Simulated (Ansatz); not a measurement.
Mulliken charges of `[SbH2][I]` from PBE/def2-TZVPP in Ansatz (PBE0-D4/def2-TZVP geometry).

```csv
atom,x (Å),y (Å),z (Å),charge (e)
Sb1,-0.524,0.181,0.642,0.353
I2,2.169,0.272,0.234,-0.225
H3,-0.898,0.874,-0.877,-0.064
H4,-0.692,-1.388,-0.019,-0.064
```

Task: By hand: the dipole of these point charges (1 e Å = 4.8032 D).

Result: Σ q r = (-0.571, 0.036, 0.231) e Å, of length 0.617 e Å = 2.96 D.

Task: How does the dipole of the full density compare? (Estimate.)

Result: The calculation gave: (-0.385, -0.003, 0.085) e Å, 1.89 D; the point charges give 1.57 times that, at 10° from its direction.

Point charges leave out the atoms' own dipoles, such as those of lone pairs, and Mulliken's split depends on the basis, so the two needn't agree.
